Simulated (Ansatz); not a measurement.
Reaction (hydrogenolysis of a B–I bond): `C=NBI` + H₂ → `BN=C` + HI

Isolated molecules relaxed with PBE0-D4/def2-TZVP in Ansatz; ΔE leaves out vibrations. CCSD(T)/CBS is the MP2 limit (def2-TZVPP, def2-QZVPP) plus CCSD(T) − MP2 in def2-TZVPP, frozen cores. This one scheme is used for every species. Functionals use def2-TZVPP. def2 core potentials past Kr. For I outer-core shells are correlated without core-valence functions, which leaves a few kJ/mol of doubt a bond. Each species was taken in one conformer, which may not be the lowest.

CCSD(T)/CBS gives +0.48 eV.

Question: Another level gave +0.46 eV. Which?
A. revPBE-D4/def2-TZVPP
B. CCSD/def2-TZVPP
C. CAM-B3LYP/def2-TZVPP
D. r2SCANh-D4/def2-TZVPP

Answer: D. r2SCANh-D4 0.46, CCSD/def2-TZVPP 0.37, revPBE-D4 0.50, CAM-B3LYP 0.29 eV.

Largest T1 diagnostic among the species: 0.016.

The D4 term adds +0.09 eV with B3LYP and +0.05 eV with PBE0; it sums over pairs of atoms, weighted by their polarisabilities, and B3LYP, whose exchange is more repulsive, gets the larger term. At CCSD(T), def2-SVP lies −0.12 eV from the extrapolated value and def2-TZVPP −0.05 eV.

B3LYP here is the variant with VWN-RPA as its local correlation; programs differ in this.
